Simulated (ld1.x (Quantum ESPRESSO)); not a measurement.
**He: one change to a TM potential, before and after**

| Property | Result |
| --- | --- |
| Element | He |
| Generator | ld1.x (Quantum ESPRESSO) 7.5 |
| Type | norm-conserving Troullier–Martins (Kleinman–Bylander form) |
| Functional | PBEsol |
| Relativity | scalar-relativistic |
| Frozen core | none |
| Valence charge | 2 |
| Reference configuration | 1s2 |
| Partial waves | 1s (bound): rc 0.60 bohr; 2p channel at -0.2 Ry: rc 0.60 bohr |
| Local potential | all-electron potential smoothed inside 0.45 bohr (lloc = -1) |
| Core correction | none |

Change: wave 1s (bound): rc 0.60 bohr becomes 1s (bound): rc 0.54 bohr.

Cutoffs: the cutoffs (Ry, on a coarse ladder) from which the occupation-weighted sum of valence levels, in a spherical-Bessel basis at the reference potential, stays within 10 and 1 mRy of its value at 400 Ry; they do not see the model core or the augmentation charge, which bear on the density cutoff. Errors are all-electron minus pseudo energies relative to the spin-unpolarised reference configuration.

Problem. What does the change do?

Solution. The potential gets harder (140 Ry and 200 Ry → 160 Ry and 230 Ry); neither file shows a bound ghost. A smaller radius makes the pseudo-wave follow the all-electron one further in, where it bends more sharply, so more plane waves are needed.

```tsv
quantity	base	changed
cutoff, loose	140 Ry	160 Ry
cutoff, tight	200 Ry	230 Ry
bound ghosts	none	none
error for 1s1, meV [ΔE 26.59 eV]	+5.4	+3.0
error for 1s1.5, meV [ΔE 10.39 eV]	+0.6	+0.2
s: phases at 0.65 bohr within 0.05 rad from the reference energy up to (Ry; the scan ends near 5)	to the end of the scan	to the end of the scan
p: phases at 0.65 bohr within 0.05 rad from the reference energy up to (Ry; the scan ends near 5)	to the end of the scan	to the end of the scan
```
